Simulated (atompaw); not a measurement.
# osmium (Os): one change to a PAW (atompaw) potential, before and after

Os, PAW, made with atompaw 4.2.0.5 (LDA (PW92), scalar-relativistic). Core [Xe] 4f14, reference 5d6 6s0 6p0 (charge +2). Waves: 6s (bound, empty); 6s channel at 3.2 Ry; 6p (bound, empty); 6p channel at 4.3 Ry; 5d (bound); 5d channel at -1.1 Ry. Local part: bessel scheme, radius 2.40 bohr. Core correction: smooth core density matched at 2.40 bohr. Augmentation charge: sinc compensation charge, radius 2.20 bohr; PAW radius 2.85 bohr; waves and projectors: bloechl.

Change: waves 6s (bound): rc 2.85 bohr; 6s channel at 3.2 Ry: rc 2.85 bohr; 6p (bound): rc 2.85 bohr; 6p channel at 4.3 Ry: rc 2.85 bohr; 5d (bound): rc 2.05 bohr; 5d channel at -1.1 Ry: rc 2.05 bohr; augmentation sinc compensation charge, radius 2.20 bohr; PAW radius 2.85 bohr; waves and projectors: custom rrkj vanderbiltortho.

Cutoffs: the cutoffs (Ry, on a coarse ladder) from which the occupation-weighted sum of valence levels, in a spherical-Bessel basis at the reference potential, stays within 10 and 1 mRy of its value at 400 Ry; they do not see the model core or the augmentation charge, which bear on the density cutoff.

**Question.** What does the change do?

**Answer.** The potential gets harder (21 Ry and 30 Ry → 25 Ry and 40 Ry); the range in which the s phases agree narrows (upper end 4.8 → 3.8); neither file shows a bound ghost.

```csv
quantity,base,changed
"cutoff, loose",21 Ry,25 Ry
"cutoff, tight",30 Ry,40 Ry
bound ghosts,none,none
s: phases at 2.87 bohr within 0.05 rad from the reference energy up to (Ry; the scan ends near 5),4.8,3.8
p: phases at 2.87 bohr within 0.05 rad from the reference energy up to (Ry; the scan ends near 5),to the end of the scan,4.8
d: phases at 2.87 bohr within 0.05 rad from the reference energy up to (Ry; the scan ends near 5),to the end of the scan,to the end of the scan
lowest overlap eigenvalue by channel,"s 0.43, p 0.61, d 0.95","s 0.09, p 0.23, d 0.97"
```

 The cutoffs see the waves, projectors and local potential, not the compensation charge or the core.
